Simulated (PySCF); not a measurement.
H6OSi2, SMILES [SiH3]O[SiH3].

Geometry: B3LYP-D3(BJ)/def2-SVP.

Method: M06-2X/def2-TZVPD run with PySCF.

Isolated molecule, no solvent.

```yaml
total_energy: -657.86138 hartree
point_group: Cs
highest_occupied_level: -10.04 eV
lowest_empty_level: 0.19 eV
orbital_gap: 10.23 eV
dipole_moment: 0.33 D
quadrupole, principal values (traceless, Buckingham form, about the centre of nuclear charge): -1.19, -0.84, 2.03 D·Å
mean_static_polarisability: 57.2 bohr³ (8.48 Å³)
polarisability_principal_values: 54.1, 54.3, 63.3 bohr³
```
